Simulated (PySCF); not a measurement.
Magnetic shielding above rings: a mixed set.

NICS is the negative of the GIAO shielding at a point without a nucleus: at the ring centre (0) and 1 Å above and below it (1); zz is the component along the ring normal. Level: GIAO PBE0/pcSseg-1 (PySCF, non-relativistic, gas phase) on the GFN2-xTB geometries, one conformer each. Atom numbers follow the mapped SMILES.

Question: Order these rings by mean NICS(1)zz, lowest (most negative) first (ppm).
A. ring C3–C4–N5–N6–C10 in `[CH3:1][O:2][C@@H:3]1[CH:4]=[N:5][N:6]([SiH:7]([CH3:8])[CH3:9])[CH2:10]1`
B. ring C2–C3–C4–C5–S8 in `[CH3:1][c:2]1[cH:3][cH:4][c:5]([CH2:6][F:7])[s:8]1`
C. ring C4–C5–C6–O7–C8 in `[Cl:1][CH:2]([Cl:3])[C@H:4]1[CH2:5][CH2:6][O:7][CH2:8]1`
D. ring P2–C3–C4–C5 in `[CH3:1][P:2]1[CH2:3][CH2:4][CH2:5]1`
E. ring C4–C5–C6–N7–C9–C10 in `[CH2:1]=[CH:2][CH2:3][c:4]1[cH:5][cH:6][n+:7]([O-:8])[cH:9][cH:10]1`
F. ring C1–C2–C3–P4–C5 in `[CH2:1]1[CH2:2][CH2:3][PH:4][CH2:5]1`

Answer: B (-23.5), E (-20.6), C (-6.2), F (-5.2), A (-4.1), D (7.7).

```
                    SMILES                                                       ring  NICS(0)  NICS(1)  NICS(1)zz  HOMA  rms pucker (Å)  ring atoms with four or more neighbours
              Cc1ccc(CF)s1          5-membered ring with S; formal bonds all aromatic    -11.2    -10.4      -23.5  0.76            0.00                                        0
     C=CCc1cc[n+]([O-])cc1          6-membered ring with N; formal bonds all aromatic     -6.5     -8.5      -20.6  0.97            0.00                                        0
        ClC(Cl)[C@H]1CCOC1            5-membered ring with O; formal bonds all single     -7.6     -3.9       -6.2     –            0.17                                        4
                   C1CCPC1            5-membered ring with P; formal bonds all single     -6.4     -4.7       -5.2     –            0.20                                        4
CO[C@@H]1C=NN([SiH](C)C)C1  5-membered ring with 2 N; formal bonds 1 double, 4 single     -2.6     -3.2       -4.1     –            0.00                                        2
                   CP1CCC1            4-membered ring with P; formal bonds all single      3.7      1.0        7.7     –            0.09                                        3
```

NICS(0) gives another order. The isotropic NICS(1) gives another order. HOMA uses Krygowski's 1993 parameters; it is left out where a ring has a four-coordinate atom, a triple bond, no multiple bond or a kind of bond without parameters. NICS(1) and NICS(1)zz are means over the two faces.
